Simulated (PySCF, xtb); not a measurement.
SnBr, SMILES [Sn+][Br] (connectivity only; charge and spin as stated), charge +1, multiplicity 1.

Harmonic wavenumbers (cm⁻¹) from GFN2-xTB in xtb at its own minimum, in rising order: 266.

Task: What does PBE-D3(BJ)/def2-TZVP in PySCF 2.14.0 give at its own minimum? (The exact figures need the calculation; the answer reports its results.)

Result: 286. Paired by order, the mean absolute difference is 21 cm⁻¹ and the zero-point energies are 0.4 and 0.4 kcal/mol.
